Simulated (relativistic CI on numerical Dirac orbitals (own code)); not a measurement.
Hyperfine structure of Dy10+, mass number 161

Computed by Dirac-Coulomb-Breit CI, separate exchange-only KLI orbitals for each configuration, model QED (radiative potential, 1s self-energy scaled to tabulated hydrogen-like ionisation energies), unscaled Slater integrals (own radial code, finite nucleus).

Configuration list (outside the closed core [Ar] 3d10 4p6 4d10): 4s2 4f8 5s2, 4s2 4f10, 4s2 4f9 5s, 4s2 4f7 5s2 6s, 4s2 4f9 6s, 4s2 4f6 5s2 6s2, 4s2 4f8 6s2, 4s 4f10 5s. The list is cut by size and lacks configurations that can hold low levels.

Nuclear spin I = 5/2, μ = -0.479 μN, Q = 2.51 b (tables of Stone and Pyykkö). The electronic factors are computed for point nuclear moments, without core polarisation or the Bohr-Weisskopf and QED corrections.

```
            Level  E (cm⁻¹)  A (MHz)  B (MHz)
 4s2 4f8 5s2 7F_6       0.0     -110     4420
 4s2 4f8 5s2 7F_5    2485.6   -94.23     2170
 4s2 4f8 5s2 7F_4    4100.5   -87.76      468
 4s2 4f8 5s2 7F_3    5334.4    -82.6     -718
 4s2 4f8 5s2 7F_2    6211.8    -79.4    -1350
 4s2 4f8 5s2 7F_1    6787.8   -77.36    -1280
 4s2 4f8 5s2 5D_4   27520.6     -106      986
4s2 4f8 5s2 5L_10   34479.8   -175.8    -76.3
```

Levels with J = 0, under 50 % of one LS term, or S terms without an open s electron are left out. Small factors come from cancelling terms and can be off by tens of per cent or more.

At this charge energies of transitions that change n are usually good to better than 1 %, and those within a shell (Δn = 0) to a few per cent. Terms inside the open d or f shell come out 10 to 20 % too wide with unscaled integrals. Levels and lines within the n = 5 or 6 shells can be off by up to 10 % or somewhat more, and those that change n by about 2 %, since core polarisation is missing.

Q: Give the hyperfine levels of 4s2 4f8 5s2 7F_6 relative to its centre of gravity.

A: With K = F(F + 1) − I(I + 1) − J(J + 1), E = AK/2 + B[¾K(K + 1) − I(I + 1)J(J + 1)]/[2I(2I − 1)J(2J − 1)]: F = 7/2: 3683, F = 9/2: 1832, F = 11/2: 122.1, F = 13/2: -1115, F = 15/2: -1489, F = 17/2: -545.5 MHz.
